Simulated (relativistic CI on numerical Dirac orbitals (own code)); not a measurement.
# Mo3+: resonant inelastic scattering at the L2,3 edge

Computed with this model: Dirac-Coulomb-Breit CI, separate exchange-only KLI orbitals for each configuration, model QED (radiative potential, 1s self-energy scaled to tabulated hydrogen-like ionisation energies), valence Slater integrals scaled by 0.8, Kramers-Heisenberg scattering through one core-hole configuration in a parametric crystal field; configurations [Kr] 4d3 → [He] 2s2 2p5 3s2 3p6 3d10 4s2 4p6 4d4; 300 K; core-hole width 2.4 eV; summed over polarisations. Incident energies are the highest absorption maxima for each field (at most a few, so the weaker spin-orbit partner edge can be absent), on the computed scale of the free ion. Intensities are in per cent of the strongest line above 0.02 eV; levels within 1 cm⁻¹ are merged; final levels count from the ground level, the first row holds all elastic scattering, lines under 0.4 are left out and each table stops after 24 rows. The scale of the Slater integrals is a model choice and moves the terms in proportion.

Field parameters in Wybourne normalisation: Oh B⁴₀ = 21Dq, B⁴₄ = √(5/14) B⁴₀. The field is a parameter set, without covalency.

S is read from ⟨S²⟩ = S(S + 1).

Oh, 10Dq = 6000 cm⁻¹:

```tsv
Final level (eV)	Degeneracy	Irrep	S	2525.9 eV	2630.7 eV
0.000	4	Γ8	1.50	5303.5	780.5
0.723	2	Γ7	1.50	34.9	14.0
0.731	4	Γ8	1.48	80.0	58.0
0.762	4	Γ8	1.49	81.9	51.1
0.784	2	Γ6	1.49	29.9	18.9
1.198	2	Γ7	1.49	14.1	24.0
1.220	4	Γ8	1.48	34.7	36.0
1.279	4	Γ8	1.42	100.0	17.3
1.335	2	Γ6	1.47	82.0	4.0
1.516	4	Γ8	0.56	40.4	38.6
1.609	4	Γ8	0.66	57.3	53.4
1.616	2	Γ6	0.54	44.5	45.3
2.049	4	Γ8	0.57	93.9	79.2
2.059	2	Γ7	0.53	27.5	20.9
2.079	2	Γ6	0.81	26.6	4.2
2.147	4	Γ8	1.33	68.7	9.8
2.168	2	Γ6	1.21	43.0	2.6
2.247	4	Γ8	1.35	26.0	34.0
2.252	2	Γ7	1.32	21.3	37.4
2.298	4	Γ8	0.72	26.2	15.0
2.322	2	Γ6	0.67	8.6	5.0
2.323	2	Γ7	0.78	21.7	17.7
2.453	4	Γ8	0.67	13.2	13.4
2.580	4	Γ8	0.55	3.9	3.5
```

Oh, 10Dq = 13500 cm⁻¹:

```
Final level (eV)  Degeneracy  Irrep     S  2525.7 eV  2630.3 eV
           0.000           4     Γ8  1.50     2394.6      468.3
           1.489           4     Γ8  0.82        7.0       55.9
           1.591           4     Γ8  0.62        7.6       29.6
           1.606           2     Γ6  0.87        7.7       38.2
           1.643           2     Γ7  1.50       33.0       12.8
           1.671           4     Γ8  1.45      100.0       50.9
           1.750           2     Γ6  1.27       50.0        4.8
           1.760           4     Γ8  1.29       92.8        5.5
           2.290           2     Γ7  0.93       16.6       46.9
           2.296           4     Γ8  0.74       34.3       57.6
           2.467           4     Γ8  1.39       30.3       17.9
           2.468           2     Γ6  1.47       46.0        1.4
           2.483           4     Γ8  1.46       56.9        5.8
           2.503           2     Γ7  1.21       21.4        1.5
           2.993           2     Γ6  0.56        1.6        0.6
           3.210           2     Γ7  0.51        4.1        5.0
           3.221           4     Γ8  0.51       12.7        7.8
           3.226           2     Γ6  0.51        2.6        1.8
           3.294           4     Γ8  0.56        2.7        2.1
           3.466           4     Γ8  0.57        1.4        1.1
           3.737           4     Γ8  1.07       11.0        9.1
           3.751           2     Γ6  1.00        7.0        3.9
           3.805           2     Γ7  1.49        3.1        4.1
           3.823           4     Γ8  1.45        6.0        6.2
```

Oh, 10Dq = 21000 cm⁻¹:

| Final level (eV) | Degeneracy | Irrep | S | 2525.9 eV | 2630.3 eV |
| --- | --- | --- | --- | --- | --- |
| 0.000 | 4 | Γ8 | 1.50 | 1879.0 | 434.1 |
| 1.567 | 4 | Γ8 | 0.52 | 9.7 | 31.9 |
| 1.630 | 4 | Γ8 | 0.51 | 18.1 | 28.7 |
| 1.660 | 2 | Γ6 | 0.51 | 15.7 | 28.1 |
| 2.434 | 4 | Γ8 | 0.67 | 62.6 | 66.8 |
| 2.471 | 2 | Γ7 | 0.69 | 25.7 | 39.0 |
| 2.586 | 2 | Γ7 | 1.40 | 43.3 | 12.6 |
| 2.616 | 4 | Γ8 | 1.41 | 100.0 | 32.2 |
| 2.637 | 4 | Γ8 | 1.49 | 99.7 | 20.0 |
| 2.640 | 2 | Γ6 | 1.50 | 51.2 | 14.8 |
| 3.451 | 2 | Γ6 | 1.48 | 49.6 | 2.0 |
| 3.470 | 4 | Γ8 | 1.49 | 51.9 | 18.4 |
| 3.470 | 2 | Γ7 | 1.49 | 17.0 | 14.9 |
| 3.472 | 4 | Γ8 | 1.50 | 42.3 | 25.3 |
| 3.917 | 2 | Γ6 | 0.55 | 0.8 | 0.4 |
| 4.158 | 2 | Γ7 | 0.51 | 2.4 | 2.4 |
| 4.160 | 2 | Γ6 | 0.50 | 2.1 | 1.5 |
| 4.166 | 4 | Γ8 | 0.51 | 9.7 | 5.3 |
| 4.231 | 4 | Γ8 | 0.51 | 2.4 | 1.6 |
| 4.402 | 4 | Γ8 | 0.51 | 0.7 | 0.3 |
| 4.794 | 2 | Γ6 | 0.51 | 5.8 | 3.6 |
| 4.805 | 4 | Γ8 | 0.52 | 10.1 | 7.1 |
| 5.289 | 2 | Γ7 | 0.58 | 1.0 | 2.5 |
| 5.344 | 4 | Γ8 | 0.56 | 2.1 | 2.7 |

For the first field the strongest loss at the lowest incident energy is the level at 1.28 eV (S = 1.42, against 1.50 in the thermal ground state). Levels of other spin, the first over 8 % at 1.52 eV, appear because spin-orbit coupling of the core hole, and in heavier ions of the valence shell too, mixes spins.
